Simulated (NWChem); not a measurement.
Species: C2H4AlF; SMILES C=[CH][AlH][F]

```xyz
8

Al    -0.3821     0.5831     0.0000
H     -1.9735     0.6422     0.0000
F      0.4516     2.0439     0.0000
C      0.5795    -1.1033     0.0000
C     -0.1346    -2.2532     0.0000
H      1.6826    -1.1872     0.0000
H      0.3362    -3.2542     0.0000
H     -1.2414    -2.2557     0.0000
```
Atoms are numbered in this order, from 1.

Program: NWChem. Pople sets run with spherical d functions. STO-3G and 3-21G are far too small for this property and stand as cheap habits. Geometry: optimised at PBE-D3(BJ)/def2-SVP. Field at 589 nm.

```json
[
 {"level": "B3LYP/STO-3G", "isotropic polarisability (bohr³)": "23.5", "anisotropy (bohr³)": "25.3"},
 {"level": "B3LYP/6-31G*", "isotropic polarisability (bohr³)": "[?]", "anisotropy (bohr³)": "[?]"},
 {"level": "B3LYP/def2-SVP", "isotropic polarisability (bohr³)": "44.5", "anisotropy (bohr³)": "29.0"},
 {"level": "B3LYP/def2-SVPD", "isotropic polarisability (bohr³)": "53.4", "anisotropy (bohr³)": "24.6"},
 {"level": "B3LYP/aug-cc-pVDZ", "isotropic polarisability (bohr³)": "54.7", "anisotropy (bohr³)": "25.0"}
]
```

Q: Some entries are withheld; supply them.

A: 
- B3LYP/6-31G*, isotropic polarisability (bohr³): 43.8
- B3LYP/6-31G*, anisotropy (bohr³): 29.7
